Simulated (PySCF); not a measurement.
1,5-cyclooctadiene (C8H12), SMILES C1=CCCC=CCC1. Atoms are numbered in the order given.

```xyz
20

C     -1.7298    -0.1173    -0.6690
C     -1.7298    -0.1173     0.6690
C     -0.6504     0.4213     1.5663
C      0.6504    -0.4213     1.5663
C      1.7298     0.1173     0.6690
C      1.7298     0.1173    -0.6690
C      0.6504    -0.4213    -1.5663
C     -0.6504     0.4213    -1.5663
H     -2.5884    -0.5804    -1.1688
H     -2.5884    -0.5804     1.1688
H     -0.3988     1.4579     1.2813
H     -1.0438     0.4737     2.5925
H      1.0438    -0.4737     2.5925
H      0.3988    -1.4579     1.2813
H      2.5884     0.5804     1.1688
H      2.5884     0.5804    -1.1688
H      0.3988    -1.4579    -1.2813
H      1.0438    -0.4737    -2.5925
H     -0.3988     1.4579    -1.2813
H     -1.0438     0.4737    -2.5925
```

Geometry: PBE0-D3(BJ)/def2-SVP. Other conformers were not sampled.

Level of theory: B3LYP/def2-SVP (PySCF).

Symmetry labels are those of the subgroup C2h that the program uses (full group C2h).

Computed valence orbital energies around the gap with their symmetry:
```json
[
 {"orbital": "HOMO−7", "symmetry": "Bg", "energy (eV)": "-10.13"},
 {"orbital": "HOMO−6", "symmetry": "Au", "energy (eV)": "-10.01"},
 {"orbital": "HOMO−5", "symmetry": "Ag", "energy (eV)": "-9.71"},
 {"orbital": "HOMO−4", "symmetry": "Bg", "energy (eV)": "-9.20"},
 {"orbital": "HOMO−3", "symmetry": "Bu", "energy (eV)": "-8.98"},
 {"orbital": "HOMO−2", "symmetry": "Au", "energy (eV)": "-8.32"},
 {"orbital": "HOMO−1", "symmetry": "Bu", "energy (eV)": "-6.91"},
 {"orbital": "HOMO", "symmetry": "Ag", "energy (eV)": "-6.40"},
 {"orbital": "LUMO", "symmetry": "Bg", "energy (eV)": "0.12"},
 {"orbital": "LUMO+1", "symmetry": "Au", "energy (eV)": "0.59"},
 {"orbital": "LUMO+2", "symmetry": "Ag", "energy (eV)": "1.35"},
 {"orbital": "LUMO+3", "symmetry": "Bu", "energy (eV)": "2.17"}
]
```
